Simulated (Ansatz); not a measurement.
**Question.** Name a neutral molecule of Cl, Mg, N, Si and H with HOMO energy (B3LYP/def2-TZVPP) between -7.50 and -7.20 eV and HOMO–LUMO gap (PBE0/def2-TZVPP) between 5.75 and 6.05 eV (Ansatz, PBE0-D4/def2-TZVP geometry).

**Answer.** `[SiH3][N]([SiH3])[Mg][Cl]` (-7.39 eV, 5.89 eV). Other molecules can fit too; these were computed, each in one conformer that needn't be the lowest.

B3LYP here is the variant with VWN-RPA as its local correlation; programs differ in this.
